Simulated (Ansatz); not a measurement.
Frontier orbitals of `CS[S][GeH3]`.

```xyz
10

C     1.046   -1.409   -0.891
S     1.407    0.352   -0.789
S     0.921    0.785    1.157
Ge   -1.231    1.308    0.871
H     1.651   -1.969   -0.178
H     1.309   -1.712   -1.907
H    -0.013   -1.603   -0.723
H    -1.810    1.581    2.269
H    -1.333    2.550   -0.023
H    -1.947    0.118    0.214
```

Total charge 0; spin multiplicity 1. Correlated methods include outer-core shells of Ge, which these sets cover unevenly. Scalar relativity is left out up to krypton. The structure was optimised at the PBE0-D4/def2-TZVP level. It is one conformer, not always the lowest. Basis def2-TZVPP, Ansatz.

| functional | HOMO (eV) | LUMO (eV) | gap (eV) |
| --- | --- | --- | --- |
| LDA (SPW92) | -5.62 | -1.84 | 3.78 |
| PBE | -5.51 | -1.64 | 3.87 |
| BLYP | -5.36 | -1.50 | 3.86 |
| B97M-V | -5.86 | -1.37 | 4.49 |
| PBE0 | -6.67 | -0.65 | 6.02 |
| B3LYP | -6.45 | -0.87 | 5.58 |
| r2SCANh | -6.17 | -1.08 | 5.09 |
| HSE06 (plane-wave form) | -6.27 | -1.03 | 5.24 |
| ωB97M-V | -8.78 | 1.41 | 10.19 |
| HF | -9.33 | 3.09 | 12.42 |

From PBE to PBE0 the HOMO moves by −1.15 eV and the LUMO by +0.99 eV, and with ωB97M-V by −3.27 and +3.05 eV, so the gap grows from 3.88 to 10.19 eV with exact exchange. A positive LUMO is unbound and depends on the basis.

B3LYP here is the variant with VWN-RPA as its local correlation; programs differ in this.
